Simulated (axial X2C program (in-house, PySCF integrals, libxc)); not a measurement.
## How long does ReN take?

A bond scan computed with an in-house relativistic program for diatomic molecules. Basis: Re dyall-cv3z [13s14p9d7f4g], N dyall-av3z [7s7p3d2f] (cores contracted in-house).

Input:
```json
{"zs": [75, 7], "q": 0, "bas": ["dyall-cv3z", "dyall-av3z"], "levels": ["PBE0", "HF", "TPSS"], "cc": true, "r0": 1.79, "thr": -2.0, "nmax": 90, "npts": 10, "nst": 2, "ntry": 6}
```
```bash
python so2c.py task.json out
```

Keys: zs atomic numbers; q charge; bas basis sets; levels methods; cc coupled cluster on or off; r0 starting distance in Å; thr threshold in hartree for freezing inner shells (an s shell follows its p shell); nmax most natural virtual spinors; npts points on the curve; nst determinants followed; ntry starts of the search. HF also brings MP2.

Hardware: 1 thread of Arm Neoverse V1 (shared host).

Wall time of one point of each curve, integrals apart:

| Hamiltonian | level | points | seconds a point |
| --- | --- | --- | --- |
| spin-free | PBE0 | 10 | 0.87 |
| spin-free | HF | 10 | 0.73 |
| spin-free | CCSD(T) (12 electrons, 90 virtuals) | 7 | 6.2 |
| spin-free | TPSS | 10 | 1 |
| 2c | PBE0 | 10 | 1.5 |
| 2c | HF | 10 | 1.6 |
| 2c | CCSD(T) (12 electrons, 90 virtuals) | 7 | 8.3 |
| 2c | TPSS | 10 | 1.1 |

The rest:

Search with its distance optimisation 60 s, atoms 14 s, whole task 250 s. Coupled cluster runs on the points near the minimum only. The program drops outer points, and coupled cluster, when its time limit (not in the input) nears; MP2, further determinants and curves that did not converge are not in the table.
